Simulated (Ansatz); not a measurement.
## Two structures, one formula

The two ends of one reaction step of Si$_{2}$H$_{6}$Cl$_{2}$OF$_{2}$, singlet (PBE0-D4/def2-TZVP).

A:

```xyz
13
angstrom
Si -1.1089 -1.2725 1.4906
Si 0.2789 0.9371 -2.2738
Cl -0.0701 -2.3739 0.1781
Cl -2.8853 -2.1506 1.8747
F -0.3536 -1.1374 2.8631
H 1.2631 1.1464 0.7432
F -1.4151 0.1603 0.9184
H 0.4082 1.8956 -1.1425
O 1.4879 0.3255 1.1891
H -1.0505 0.2840 -2.2098
H 0.4060 1.6938 -3.5450
H 1.3553 -0.0781 -2.1826
H 1.6838 0.5697 2.0967
```

B:

Si1  (-0.307, -1.455, 0.019)
Si2  (-0.511, -0.334, -2.023)
Cl3  (0.148, -3.429, -0.273)
Cl4  (-1.965, -1.357, 1.196)
F5  (0.908, -0.899, 0.914)
H6  (-0.001, 1.734, 0.913)
F7  (-0.536, 1.639, 0.124)
H8  (1.731, 2.175, 2.172)
O9  (0.935, 1.637, 2.178)
H10  (-1.740, 0.487, -2.040)
H11  (0.712, 0.474, -2.251)
H12  (-0.597, -1.390, -3.066)
H13  (1.223, 0.717, 2.136)
(Å)

Program: Ansatz 0.2.0. Basis: def2-TZVPP. Cores are frozen in the correlated methods. B3LYP uses VWN-RPA correlation.

Question: Which structure is lower at CCSD(T), and by how much? (Judge from chemistry; the value comes from the calculation.)

Answer: By the calculation: A, by 1.083 eV (electronic energy, against the other). By their contacts, A is a complex of SiCl₂F₂ ([F][Si]([F])([Cl])[Cl]) + SiH₄ + H₂O and B is a complex of Si₂H₃Cl₂F ([F][Si]([SiH3])([Cl])[Cl]) + H₂O + HF.

All methods give the same order:

| method | E(B) − E(A) (eV) |
| --- | --- |
| SPW92 | 0.580 |
| PBE-D4 | 0.731 |
| BLYP-D4 | 0.921 |
| r2SCAN-D4 | 0.998 |
| B97M-V | 1.129 |
| PBE0-D4 | 0.837 |
| B3LYP-D4 | 0.987 |
| r2SCAN0-D4 | 1.024 |
| BHLYP-D4 | 1.100 |
| CAM-B3LYP-D4 | 1.040 |
| wB97X-V | 1.017 |
| wB97M-V | 1.061 |
| B2PLYP | 1.069 |
| PBE-QIDH | 0.987 |
| RPA on PBE | 1.133 |
| HF | 1.443 |
| MP2 | 1.098 |
| CCSD | 1.140 |
| CCSD(T) | 1.083 |

No T1 diagnostic of these runs exceeds 0.011.

Labels in which every atom is bracketed show which atoms are joined, not bond orders.

For scale, one of the runs: CCSD(T)/def2-TZVPP, 345 basis functions, launched by `ansatz run in.yaml --threads 4 --pin off --events-out ev --progress --plain --max-ram 66560MiB --backend cuda --devices 0, --max-vram 37GiB`. Hardware: 4 CPU threads of an AMD EPYC 7R13 and a share of one NVIDIA H100, shared host. Wall time 12 s; peak host memory 0.83 GiB.
